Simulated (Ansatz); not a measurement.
`[Cu][S]c1ccc(C#Cc2ccc(C#Cc3ccccc3)cc2)cc1` with charge -1, relaxed as a doublet with UKS PBE-D4/def2-SVP in Ansatz, starting from the PBE-D4/def2-SVP geometry of the neutral singlet. Force threshold 0.03 eV/Å.

Single mean-field runs in def2-SVP are fitted with def2-universal-jkfit.

Start:

```xyz
37

Cu   -2.602   -9.774   -2.752
S    -2.458   -9.483   -0.650
C    -1.987   -7.775   -0.597
C    -2.382   -7.003    0.523
C    -2.004   -5.666    0.642
C    -1.220   -5.034   -0.360
C    -0.853   -3.667   -0.248
C    -0.540   -2.477   -0.146
C    -0.193   -1.107   -0.027
C     0.678   -0.487   -0.965
C     1.009    0.861   -0.851
C     0.483    1.655    0.204
C     0.809    3.033    0.314
C     1.080    4.233    0.406
C     1.386    5.618    0.511
C     0.803    6.413    1.534
C     1.103    7.775    1.630
C     1.987    8.375    0.717
C     2.572    7.599   -0.298
C     2.279    6.236   -0.404
C    -0.386    1.035    1.143
C    -0.716   -0.313    1.030
C    -0.822   -5.812   -1.480
C    -1.190   -7.151   -1.588
H    -3.003   -7.469    1.302
H    -2.323   -5.081    1.517
H     1.090   -1.089   -1.787
H     1.684    1.328   -1.583
H     0.111    5.940    2.246
H     0.641    8.378    2.427
H     2.219    9.448    0.797
H     3.265    8.064   -1.015
H     2.735    5.626   -1.198
H    -0.799    1.638    1.965
H    -1.390   -0.780    1.763
H    -0.212   -5.343   -2.267
H    -0.853   -7.746   -2.453
```

```
step  energy (eV)  largest force component (eV/Å)  SCF passes
   1  -78435.6482                           0.835          48
   2  -78435.6872                           0.386          26
   3  -78435.7002                           0.195          25
   4  -78435.7031                           0.072          25
   5  -78435.7048                           0.040          25
   6  -78435.7064                           0.094          27
   7  -78435.7072                           0.073          26
   8  -78435.7076                           0.021          26
```

Force components are those of the run's own axes.

End:

```xyz
37

Cu   -2.793   -9.727   -2.784
S    -2.324   -9.530   -0.663
C    -1.915   -7.823   -0.576
C    -2.432   -7.011    0.471
C    -2.090   -5.666    0.588
C    -1.219   -5.039   -0.353
C    -0.873   -3.675   -0.242
C    -0.572   -2.475   -0.145
C    -0.235   -1.110   -0.033
C     0.617   -0.471   -0.987
C     0.947    0.873   -0.878
C     0.449    1.677    0.194
C     0.779    3.044    0.304
C     1.065    4.248    0.400
C     1.385    5.621    0.509
C     0.866    6.419    1.573
C     1.185    7.776    1.673
C     2.028    8.390    0.728
C     2.550    7.617   -0.328
C     2.239    6.259   -0.441
C    -0.401    1.039    1.150
C    -0.731   -0.305    1.041
C    -0.717   -5.849   -1.416
C    -1.047   -7.197   -1.515
H    -3.118   -7.472    1.199
H    -2.499   -5.063    1.413
H     1.012   -1.069   -1.822
H     1.604    1.342   -1.626
H     0.206    5.945    2.314
H     0.769    8.368    2.504
H     2.276    9.459    0.812
H     3.211    8.083   -1.075
H     2.650    5.660   -1.267
H    -0.796    1.636    1.986
H    -1.387   -0.774    1.789
H    -0.050   -5.389   -2.161
H    -0.641   -7.812   -2.334
```

By distances, no bond broke or formed. The bond that changes most is Cu1–S2, from 2.13 to 2.18 Å (atoms count from 1).

No frequencies were taken in this run, so the end may be a saddle point.

Hardware: 2 threads of AMD EPYC 7R13 on a shared host and a share (18 GiB) of an NVIDIA H100 80GB HBM3. Wall time 26 s, peak host memory 0.91 GiB.
